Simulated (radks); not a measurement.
Q: All-electron atom: Ti II in [Ar] 3d0.5 4s1.5 4p1 (fractional occupations, a model configuration). All-electron calculation, Dirac Kohn-Sham, PBE, spin-unpolarised, spherical densities, point nucleus; open shells are shared between the two j in proportion to 2j + 1. Program: a radial shooting solver on a logarithmic mesh with Libxc functionals. Some entries of the table are withheld. Estimate them.

orbital,occ.,eigenvalue (eV),r(max) (bohr)
1s1/2,2,-4885.995,0.04555
2s1/2,2,-556.1503,0.2690
2p1/2,2,-467.1988,0.2182
2p3/2,4,-461.4340,0.2204
3s1/2,2,(1),0.8631
3p1/2,2,-56.2186,(2)
3p3/2,4,-55.5190,(3)
3d3/2,0.2,(4),0.9153
3d5/2,0.3,(5),0.9170
4s1/2,1.5,-13.3422,2.550
4p1/2,0.333333,-8.8650,2.972
4p3/2,0.666667,-8.7988,2.988

A: 
(1) 3s1/2 eigenvalue (eV): -79.9463
(2) 3p1/2 r(max) (bohr): 0.8866
(3) 3p3/2 r(max) (bohr): 0.8926
(4) 3d3/2 eigenvalue (eV): -19.6083
(5) 3d5/2 eigenvalue (eV): -19.5448
